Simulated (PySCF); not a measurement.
SMILES C[C@H]1COBO[C@@H]1F, C$_{4}$H$_{8}$BFO$_{2}$

Geometry:
```json
{"atom": "C1", "x (Å)": "-1.523", "y (Å)": "-0.464", "z (Å)": "0.516"}
{"atom": "C2", "x (Å)": "-0.583", "y (Å)": "0.065", "z (Å)": "-0.563"}
{"atom": "C3", "x (Å)": "0.079", "y (Å)": "1.384", "z (Å)": "-0.145"}
{"atom": "O4", "x (Å)": "1.030", "y (Å)": "1.201", "z (Å)": "0.886"}
{"atom": "B5", "x (Å)": "1.669", "y (Å)": "0.031", "z (Å)": "1.012"}
{"atom": "O6", "x (Å)": "1.439", "y (Å)": "-1.051", "z (Å)": "0.204"}
{"atom": "C7", "x (Å)": "0.542", "y (Å)": "-0.942", "z (Å)": "-0.833"}
{"atom": "F8", "x (Å)": "1.222", "y (Å)": "-0.533", "z (Å)": "-1.969"}
{"atom": "H9", "x (Å)": "-0.985", "y (Å)": "-0.611", "z (Å)": "1.450"}
{"atom": "H10", "x (Å)": "-1.958", "y (Å)": "-1.413", "z (Å)": "0.213"}
{"atom": "H11", "x (Å)": "-2.328", "y (Å)": "0.247", "z (Å)": "0.688"}
{"atom": "H12", "x (Å)": "-1.131", "y (Å)": "0.221", "z (Å)": "-1.497"}
{"atom": "H13", "x (Å)": "0.589", "y (Å)": "1.831", "z (Å)": "-1.007"}
{"atom": "H14", "x (Å)": "-0.669", "y (Å)": "2.089", "z (Å)": "0.229"}
{"atom": "H15", "x (Å)": "2.443", "y (Å)": "-0.100", "z (Å)": "1.874"}
{"atom": "H16", "x (Å)": "0.155", "y (Å)": "-1.945", "z (Å)": "-1.069"}
```

Computed with PySCF 2.14.0, TDDFT LC-wPBE/def2-SVPD circular dichroism and optical rotation, one conformer, gas phase. Geometry: GFN2-xTB.

**Question.** Draw the ECD and absorption spectra from the lowest 8 states, each a Gaussian of half-width 0.3 eV at 1/e height.

**Answer.** 
| E (eV) | λ (nm) | Δε (L mol⁻¹ cm⁻¹) | ε (L mol⁻¹ cm⁻¹) |
| --- | --- | --- | --- |
| 7.99 | 155 | -0.24 | 11.5 |
| 8.09 | 153 | -0.66 | 32.1 |
| 8.19 | 151 | -1.44 | 74.6 |
| 8.29 | 150 | -2.54 | 153 |
| 8.39 | 148 | -3.61 | 305 |
| 8.49 | 146 | -4.17 | 636 |
| 8.59 | 144 | -3.80 | 1330 |
| 8.69 | 143 | -2.30 | 2560 |
| 8.79 | 141 | +0.24 | 4220 |
| 8.89 | 139 | +3.19 | 5760 |
| 8.99 | 138 | +5.23 | 6450 |
| 9.09 | 136 | +5.23 | 5920 |
| 9.19 | 135 | +3.18 | 4480 |
| 9.29 | 133 | -0.21 | 2850 |
| 9.39 | 132 | -4.71 | 1670 |
| 9.49 | 131 | -10.49 | 1150 |
| 9.59 | 129 | -16.68 | 1170 |
| 9.69 | 128 | -20.74 | 1410 |
| 9.79 | 127 | -20.18 | 1610 |

Δε uses R in velocity form, ε uses f in length form. Only the states computed contribute, so the short-wavelength end is incomplete.
